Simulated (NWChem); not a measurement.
System meant: C₂H₆Al cation; SMILES [CH3][Al+][CH3]

The following NWChem deck was run.

```
start job
memory heap 200 mb stack 900 mb global 1100 mb
charge 1
geometry units angstroms noautoz
  Al     0.000000     0.000000     0.000000
  C      0.000000     0.000000     1.926197
  H     -0.929354     0.439715     2.308431
  H      0.845481     0.584987     2.308431
  H      0.083872    -1.024702     2.308431
  C      0.000000     0.000000    -1.926197
  H     -0.845481    -0.584987    -2.308431
  H      0.929354    -0.439715    -2.308431
  H     -0.083872     1.024702    -2.308431
end
basis spherical
  * library def2-svp
end
dft
  xc xpbe96 cpbe96
  iterations 4
  mulliken
end
task dft energy
```

End of the output:

```
    Atom       Charge   Shell Charges
 -----------   ------   -------------------------------------------------------
    1 Al  13    11.96   2.00  1.95  0.71  0.24  5.79  0.75  0.36  0.15
    2 C    6     6.28   1.96  0.59  0.34  1.89  1.46  0.03
    3 H    1     0.91   0.60  0.24  0.07
    4 H    1     0.91   0.60  0.24  0.07
    5 H    1     0.91   0.60  0.24  0.07
    6 C    6     6.28   1.96  0.59  0.34  1.89  1.46  0.03
    7 H    1     0.91   0.60  0.24  0.07
    8 H    1     0.91   0.60  0.24  0.07
    9 H    1     0.91   0.60  0.24  0.07

 center of mass
 --------------
 x =   0.00000000 y =   0.00000000 z =   0.00000000

 moments of inertia (a.u.)
 ------------------
         444.472190749135          -0.000000000000          -0.000000000000
          -0.000000000000         444.472190749135           0.000000000000
          -0.000000000000           0.000000000000          22.825949961207

     Multipole analysis of the density
     ---------------------------------

     L   x y z        total         alpha         beta         nuclear
     -   - - -        -----         -----         ----         -------
     0   0 0 0      1.000000    -15.000000    -15.000000     31.000000

     1   1 0 0      0.000000      0.000000      0.000000      0.000000
     1   0 1 0     -0.000000     -0.000000     -0.000000      0.000000
     1   0 0 1      0.000000      0.000000      0.000000      0.000000

     2   2 0 0    -15.060156    -13.192259    -13.192259     11.324362
     2   1 1 0     -0.000000     -0.000000     -0.000000      0.000000
     2   1 0 1      0.000000     -0.000000     -0.000000      0.000000
     2   0 2 0    -15.060156    -13.192259    -13.192259     11.324362
     2   0 1 1     -0.000000     -0.000000     -0.000000     -0.000000
     2   0 0 2    -11.183690   -142.177807   -142.177807    273.171924

 ------------------------------------------------------------------------
 dft energy failed                                                                                  0
 ------------------------------------------------------------------------
 ------------------------------------------------------------------------
  current input line :
    23: task dft energy
 ------------------------------------------------------------------------
 ------------------------------------------------------------------------
 This type of error is most commonly associated with calculations not reaching convergence criteria
 ------------------------------------------------------------------------
 For more information see the NWChem manual at https://nwchemgit.github.io

0:dft energy failed:Received an Error in Communication
```

Q: Can this run be used? If not, why, and what is the fix?

A: The run did not converge; its last values are not results. Cause: the SCF was allowed too few iterations. This input runs:
```
start job
memory heap 200 mb stack 900 mb global 1100 mb
charge 1
geometry units angstroms noautoz
  Al     0.000000     0.000000     0.000000
  C      0.000000     0.000000     1.926197
  H     -0.929354     0.439715     2.308431
  H      0.845481     0.584987     2.308431
  H      0.083872    -1.024702     2.308431
  C      0.000000     0.000000    -1.926197
  H     -0.845481    -0.584987    -2.308431
  H      0.929354    -0.439715    -2.308431
  H     -0.083872     1.024702    -2.308431
end
basis spherical
  Al library def2-svp
  C library def2-svp
  H library def2-svp
end
dft
  xc xpbe96 cpbe96
  iterations 150
  mulliken
end
task dft energy
```
It converges to -321.59491 Ha (PBE/def2-SVP).
